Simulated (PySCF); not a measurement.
# Ionisation energy of As by level of theory

As [Ar] 3d10 4s2 4p3 (4S) → As+ [Ar] 3d10 4s2 4p2 (3P), as a difference of total energies. Calculation: PySCF 2.14, in cc-pVTZ-PP with ECP10MDF (5s4p3d1f, 39 functions); a scalar-relativistic core potential. Correlated levels: valence: 3s2 3p6 3d10 frozen. The calculations carry no spin-orbit coupling.

```tsv
method	ionisation energy (eV)	error (eV)
UHF	9.424	-0.584
r2SCAN	10.073	+0.065
LDA	9.989	-0.019
MP2 (valence)	9.897	-0.111
SCS-MP2 (valence)	9.751	-0.257
CCSD (valence)	9.863	-0.145
CCSD(T) (valence)	9.895	-0.113
```

Reference: 10.008 eV (measured; NIST levels, between the centres of gravity of the two terms).

Errors of the correlated levels include the incompleteness of this basis and the frozen core.
